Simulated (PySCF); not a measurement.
Species: C8H18BN.
Structure used (PBE0-D3(BJ)/def2-SVP), in Å, numbered top down from 1:
```
atom  x, y, z in Å
C1     4.2369   -0.1102   -0.0060
C2     3.2103    0.5147   -0.5824
C3     1.8489   -0.0736   -0.7859
C4     0.8040    0.6827    0.0291
N5    -0.5874    0.2022   -0.0922
C6    -1.0619    0.2671   -1.4827
B7    -1.5991    1.1118    0.8633
C8    -2.8314    0.0655    1.0868
C9    -2.2824   -1.3242    0.6984
C10   -0.7836   -1.1560    0.4757
H11    4.1472   -1.1398    0.3563
H12    5.2058    0.3793    0.1209
H13    3.3437    1.5479   -0.9289
H14    1.5979   -0.0235   -1.8598
H15    1.8613   -1.1395   -0.5069
H16    1.0555    0.6453    1.0978
H17    0.7923    1.7480   -0.2492
H18   -2.1455    0.1059   -1.5030
H19   -0.5707   -0.4914   -2.1117
H20   -0.8604    1.2696   -1.8795
H21   -0.9450    1.3122    1.8847
H22   -1.8211    2.1496    0.2483
H23   -3.7301    0.2989    0.4932
H24   -3.1537    0.0765    2.1391
H25   -2.7538   -1.7046   -0.2228
H26   -2.4537   -2.1006    1.4602
H27   -0.2477   -1.1657    1.4360
H28   -0.3388   -1.9245   -0.1782
```

Level: PBE0/pcSseg-1 in PySCF, non-relativistic, on one gas-phase PBE0-D3(BJ)/def2-SVP geometry that isn't relaxed in the solvent. The solvent is an IEF-PCM continuum (cavity from Bondi-type radii × 1.2). Specific hydrogen bonds and non-electrostatic terms are outside this model.

Gas phase at PBE0/pcSseg-1: HOMO -7.20 eV, LUMO -0.03 eV, dipole 4.44 D.

Problem. What does the continuum do to the energy, the frontier levels and the dipole at PBE0/pcSseg-1 in chloroform and dichloromethane?

Solution. 
```
        solvent      ε  E(solvent) − E(gas) (kcal/mol)  polarisation term (kcal/mol)  distortion of the solute (kcal/mol)  HOMO (eV)  LUMO (eV)  dipole (D)
     chloroform  4.711                           -5.29                         -6.07                                 0.78      -7.43       0.21        5.41
dichloromethane   8.93                           -6.40                         -7.57                                 1.17      -7.45       0.24        5.63
```

The polarisation term is half the interaction of the solute with the surface charges that it induces; the rest is the cost of distorting the solute's density. The sum is the electrostatic part of solvation alone. From chloroform to dichloromethane the lowering changes by a factor 1.21, Onsager's factor (ε − 1)/(2ε + 1) by 1.18 and ε itself by 1.9.

Problem. Which radius a makes the point-dipole formula ΔE = −[(ε − 1)/(2ε + 1)]·μ²/a³ give the value in dichloromethane, with the gas-phase dipole?

Solution. μ = 1.749 au and |ΔE| = 0.01019 Eh give a = 2.65 Å; the farthest nucleus lies 5.22 Å from the centroid of the nuclei, so such a sphere wouldn't even hold the nuclei. The formula assumes a rigid point dipole at the centre of a sphere.

Problem. Give the dipole vector in the frame of the coordinates (D, pointing from negative to positive charge), gas and dichloromethane.

Solution. Gas (2.62, -2.45, -2.63), solvent (3.06, -3.27, -3.42). Its length changes by +27 % and its direction by 3°.

Problem. Which Hirshfeld charges (PBE0/pcSseg-1) respond most in chloroform (means over atoms taken as equivalent)?

Solution. 
| atoms | environment | gas (e) | solvent (e) | change |
| --- | --- | --- | --- | --- |
| H22 | B–H hydrogen | -0.104 | -0.116 | -0.012 |
| H21 | B–H hydrogen | -0.104 | -0.116 | -0.012 |
| H28 | methylene hydrogen | +0.039 | +0.048 | +0.009 |
| C1 | terminal =CH2 carbon | -0.100 | -0.107 | -0.007 |
| B7 | four-coordinate boron | -0.035 | -0.042 | -0.007 |
| H24 | methylene hydrogen | +0.027 | +0.021 | -0.006 |

Problem. How do the nuclear quadrupole coupling constants eQVzz/h respond in chloroform?

Solution. 
```csv
nucleus,Q (barn),gas (MHz),solvent (MHz),η gas,η solvent
14N at N5,0.02044,-3.05,-2.84,0.08,0.07
11B at B7,0.04059,2.45,2.27,0.02,0.08
```
